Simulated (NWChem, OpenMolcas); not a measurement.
# How basis sets differ on GeHCl3 (SMILES [Cl][GeH]([Cl])[Cl])

The species is GeHCl3 (5 atoms), meant as a singlet with charge 0. SMILES: `[Cl][GeH]([Cl])[Cl]`. The shape is that of a PBE0-D4/def2-TZVP optimisation.

Quantity: the dipole moment, in D. The values are calculated.

```
               level          kind     program  value (D)  CPU time
HF/ANO-RCC-MB (DKH2)  Hartree–Fock  OpenMolcas       2.31     7.9 s
           HF/STO-3G  Hartree–Fock  OpenMolcas       2.60     2.7 s
            HF/3-21G  Hartree–Fock      NWChem       2.65     5.1 s
          HF/cc-pVDZ  Hartree–Fock  OpenMolcas       1.78     8.3 s
```

All-electron rows without a relativistic Hamiltonian named are non-relativistic. The values span 1.78 to 2.65 D. Magnitudes only. Sets without polarisation functions give poor dipoles. Times are those of the runs behind each value, whatever else they computed, on shared processors of several kinds: orders of magnitude only.
